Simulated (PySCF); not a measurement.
**Input and output**

[PbBr3]− (singlet). PySCF 2.14.0, RKS PBE0, Pb def2-SVP with ECP60, Br def2-SVP; non-relativistic Hamiltonian with scalar-relativistic core potentials where named; density fitting; no spin-orbit coupling. Purpose: singlet excitations, Tamm-Dancoff PBE0.

```python
mol = gto.M(atom='''
Pb     0.00501     0.79428    -0.00000
Br    -1.24341    -0.40806     2.17435
Br    -1.24341    -0.40806    -2.17435
Br     2.52067    -0.38699     0.00000''',
    basis={'Pb': 'def2-SVP', 'Br': 'def2-SVP'},
    ecp={'Pb': 'def2-SVP'},
    charge=-1, spin=0)
mf = dft.RKS(mol, xc='PBE0')
mf.grids.atom_grid = (50, 194)
mf = mf.density_fit()  # fitting sets: Pb def2-universal-JKFIT, Br def2-universal-JKFIT
mf.conv_tol = 1e-08; mf.max_cycle = 55
mf.kernel(dm0)  # dm0: converged density of the relaxed state
td = mf.TDA(); td.nstates = 8; td.kernel()
```

Run from Python with OMP_NUM_THREADS=2; the lines above give its settings. Where DIIS fails, smearing, a level shift and second-order steps follow.
It took 47 s on 2 threads of Arm Neoverse V1 (shared host), from an already converged density.

Question: Where do the frontier levels lie, over both spins?

Answer: HOMO -2.86 eV, LUMO 2.42 eV. 

Question: What does the SCF print?

Answer: 
```
init E= -7913.77796084001
cycle= 1 E= -7913.78097853463  delta_E= -0.00302  |g|= 0.082  |ddm|= 0.234
cycle= 2 E= -7913.78051835419  delta_E= 0.00046  |g|= 0.0825  |ddm|= 0.15
cycle= 3 E= -7913.78167937728  delta_E= -0.00116  |g|= 0.0119  |ddm|= 0.104
cycle= 4 E= -7913.7817325629  delta_E= -5.32e-05  |g|= 0.000921  |ddm|= 0.0209
cycle= 5 E= -7913.78173285538  delta_E= -2.92e-07  |g|= 0.000297  |ddm|= 0.00196
cycle= 6 E= -7913.78173288031  delta_E= -2.49e-08  |g|= 5.1e-05  |ddm|= 0.000421
cycle= 7 E= -7913.78173288152  delta_E= -1.21e-09  |g|= 1.42e-05  |ddm|= 0.000132
Extra cycle  E= -7913.78173288156  delta_E= -3.46e-11  |g|= 1.26e-05  |ddm|= 3.4e-05
converged SCF energy = -7913.78173288156
```

Question: What are the Mulliken charges and spins?

Answer: 
```csv
atom,charge (e),spin (e)
Pb1,0.589,0.000
Br2,-0.530,0.000
Br3,-0.530,0.000
Br4,-0.529,0.000
```

Question: Which singlet excitations follow (Tamm-Dancoff, 8 states)?

Answer: 
```json
{"state": "1", "eV": "4.30", "oscillator strength": "0.0441"}
{"state": "2", "eV": "4.58", "oscillator strength": "0.0000"}
{"state": "3", "eV": "4.74", "oscillator strength": "0.0036"}
{"state": "4", "eV": "4.74", "oscillator strength": "0.0037"}
{"state": "5", "eV": "4.83", "oscillator strength": "0.0006"}
{"state": "6", "eV": "4.83", "oscillator strength": "0.0007"}
{"state": "7", "eV": "5.21", "oscillator strength": "0.0488"}
{"state": "8", "eV": "5.21", "oscillator strength": "0.0485"}
```
For an anion in a basis without diffuse functions, states above the detachment energy aren't bound: they are resonances at best, or continuum confined by the basis.
Functionals without range separation put charge-transfer states too low; the basis has no diffuse functions.

The geometry was relaxed with PBE (Pb def2-SVP with ECP60, Br def2-SVP).
